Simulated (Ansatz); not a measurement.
Relaxation of AlH5O2Si (9 atoms, charge 0, multiplicity 1), to a largest force component of 0.015 eV/Å in at most 40 steps.

Level of theory: Ansatz, RKS PBE0-D4/6-31G.

```xyz
9
Properties=species:S:1:pos:R:3:forces:R:3
O -0.369 1.557 -1.040 -0.47 2.06 -1.33
Si 0.524 0.547 -0.089 1.23 -1.61 -0.76
O 0.075 0.685 1.493 -0.46 0.02 1.98
Al 2.941 0.828 -0.417 -0.32 0.13 0.03
H -0.980 1.249 -1.703 -0.59 -0.01 -0.33
H -0.131 -0.729 -0.416 0.24 -1.04 -0.15
H 0.159 1.494 1.988 0.00 0.55 0.65
H 3.720 2.163 -0.095 0.10 0.43 0.16
H 3.831 -0.335 -0.975 0.27 -0.54 -0.24
```

Q: Where does it end, and by what steps?

A: The run converged. The force dipped under the threshold on the way, but the program's further checks kept it going. Limits of this set-up: no polarisation functions. After 27 steps the energy has fallen by 1.060 eV; O1 moved furthest, 1.17 Å. Joined: O1–Al4.

```json
{"step": "0", "energy less start (eV)": "0.0000", "largest force component (eV/Å)": "2.062", "accepted": "yes"}
{"step": "1", "energy less start (eV)": "-0.3593", "largest force component (eV/Å)": "1.156", "accepted": "yes"}
{"step": "2", "energy less start (eV)": "-0.4238", "largest force component (eV/Å)": "1.171", "accepted": "yes"}
{"step": "3", "energy less start (eV)": "-0.4514", "largest force component (eV/Å)": "1.548", "accepted": "yes"}
{"step": "4", "energy less start (eV)": "-0.4248", "largest force component (eV/Å)": "1.187", "accepted": "no"}
{"step": "5", "energy less start (eV)": "-0.4960", "largest force component (eV/Å)": "0.540", "accepted": "yes"}
{"step": "6", "energy less start (eV)": "-0.5052", "largest force component (eV/Å)": "0.048", "accepted": "yes"}
{"step": "7", "energy less start (eV)": "-0.5087", "largest force component (eV/Å)": "0.104", "accepted": "yes"}
{"step": "8", "energy less start (eV)": "-0.5122", "largest force component (eV/Å)": "0.099", "accepted": "yes"}
{"step": "9", "energy less start (eV)": "-0.5141", "largest force component (eV/Å)": "0.083", "accepted": "yes"}
{"step": "10", "energy less start (eV)": "-0.5151", "largest force component (eV/Å)": "0.048", "accepted": "yes"}
{"step": "11", "energy less start (eV)": "-0.5155", "largest force component (eV/Å)": "0.034", "accepted": "yes"}
{"step": "12", "energy less start (eV)": "-0.5156", "largest force component (eV/Å)": "0.030", "accepted": "yes"}
{"step": "13", "energy less start (eV)": "-0.5156", "largest force component (eV/Å)": "0.019", "accepted": "yes"}
{"step": "14", "energy less start (eV)": "-0.5157", "largest force component (eV/Å)": "0.010", "accepted": "yes"}
{"step": "15", "energy less start (eV)": "-0.5157", "largest force component (eV/Å)": "0.019", "accepted": "yes"}
{"step": "16", "energy less start (eV)": "-0.5210", "largest force component (eV/Å)": "0.169", "accepted": "yes"}
{"step": "17", "energy less start (eV)": "-0.5251", "largest force component (eV/Å)": "0.133", "accepted": "yes"}
{"step": "18", "energy less start (eV)": "-0.5725", "largest force component (eV/Å)": "0.377", "accepted": "yes"}
{"step": "19", "energy less start (eV)": "-0.7046", "largest force component (eV/Å)": "0.698", "accepted": "yes"}
{"step": "20", "energy less start (eV)": "-0.8766", "largest force component (eV/Å)": "0.567", "accepted": "yes"}
{"step": "21", "energy less start (eV)": "-1.0021", "largest force component (eV/Å)": "1.033", "accepted": "yes"}
{"step": "22", "energy less start (eV)": "-1.0433", "largest force component (eV/Å)": "0.316", "accepted": "yes"}
{"step": "23", "energy less start (eV)": "-1.0505", "largest force component (eV/Å)": "0.148", "accepted": "yes"}
{"step": "24", "energy less start (eV)": "-1.0589", "largest force component (eV/Å)": "0.116", "accepted": "yes"}
{"step": "25", "energy less start (eV)": "-1.0594", "largest force component (eV/Å)": "0.046", "accepted": "yes"}
{"step": "26", "energy less start (eV)": "-1.0595", "largest force component (eV/Å)": "0.022", "accepted": "yes"}
{"step": "27", "energy less start (eV)": "-1.0595", "largest force component (eV/Å)": "0.011", "accepted": "yes"}
```

```xyz
9
Properties=species:S:1:pos:R:3
O 0.725 1.154 -1.116
Si 0.574 0.063 0.397
O -0.391 0.884 1.577
Al 2.583 0.950 -0.703
H 0.100 1.562 -1.729
H -0.397 -1.002 -0.037
H 0.011 1.540 2.168
H 3.201 2.285 -0.055
H 3.364 0.022 -1.754
```

The run took 90 s on 1 thread of Arm Neoverse V1, on a shared host, peak memory 0.13 GiB.
